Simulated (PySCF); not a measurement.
Species: 2,2-difluoropropan-1-ol, C3H6F2O (charge 0, singlet). SMILES: CC(F)(F)CO
Geometry from a B3LYP-D3(BJ)/def2-TZVP (Ansatz) optimisation:
```xyz
12

C      1.3689    -0.7877    -0.2058
C      0.3137     0.2674    -0.0122
F      0.6652     1.4108    -0.7019
F      0.2694     0.6271     1.3138
C     -1.0886    -0.0978    -0.4704
O     -1.4516    -1.3284     0.1298
H      1.0923    -1.6840     0.3452
H      2.3218    -0.4086     0.1609
H      1.4597    -1.0320    -1.2636
H     -1.7516     0.7199    -0.1735
H     -1.0794    -0.1680    -1.5636
H     -2.4058    -1.4333     0.0783
```

Dispersion corrections to the total energy (kcal/mol) from the dftd3 and dftd4 libraries through PySCF: D3(BJ) without and D4 with the three-body term, each with the damping fitted for the functional named.

| functional | D3(BJ) | D4 |
|---|---|---|
| PW6B95 | (withheld) | -3.98 |
| CAM-B3LYP | -3.41 | -3.84 |
| HSE06 | -2.85 | -3.56 |
| LC-wPBE | -4.21 | -5.12 |
| PBE | (withheld) | -4.67 |
| TPSSh | -5.36 | -5.76 |
| PBE0 | -4.02 | (withheld) |

What belongs in the gaps?


- PW6B95, D3(BJ): -2.10
- PBE, D3(BJ): -4.81
- PBE0, D4: -3.88
